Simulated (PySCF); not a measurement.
Structure with atom numbers: `[CH2:1]=[CH:2]/[CH:3]=[CH:4]/[CH:5]=[CH:6]/[CH:7]=[CH2:8]`. Hydrogens are named by the atom that carries them. Ha(C1) is cis to C3; Ha(C8) is cis to C6; Hb(C1) is trans to C3; Hb(C8) is trans to C6.

Geometry: GFN2-xTB; GIAO absolute shieldings from PySCF 2.14.0 with density-fitted response routines, gas phase, non-relativistic, averaged over equivalent atoms.

At OPBE/6-31G-J (136 basis functions, roughly 90 core-seconds):
| atoms | σ (ppm) |
| --- | --- |
| C2/C7 | 56.0 |
| C3/C6 | 57.8 |
| C4/C5 | 58.7 |
| C1/C8 | 72.0 |
| H(C2)/H(C7) | 26.35 |
| H(C3)/H(C6) | 26.57 |
| H(C4)/H(C5) | 26.60 |
| Ha(C1)/Ha(C8) | 27.40 |
| Hb(C1)/Hb(C8) | 27.47 |

Task: Predict the values at KT3/6-311G** on the same geometry.

Result: 
| atoms | σ at KT3/6-311G** | change |
| --- | --- | --- |
| C2/C7 | 59.7 | +3.7 |
| C3/C6 | 62.2 | +4.4 |
| C4/C5 | 63.5 | +4.8 |
| C1/C8 | 81.0 | +9.0 |
| H(C2)/H(C7) | 25.68 | -0.67 |
| H(C3)/H(C6) | 25.85 | -0.72 |
| H(C4)/H(C5) | 25.85 | -0.75 |
| Ha(C1)/Ha(C8) | 26.91 | -0.49 |
| Hb(C1)/Hb(C8) | 27.08 | -0.39 |

The largest change is at C1/C8 (terminal =CH2 carbon). Cost: 204 basis functions, of the order of 2.1 core-minutes. The order of the carbon signals is the same at both levels.
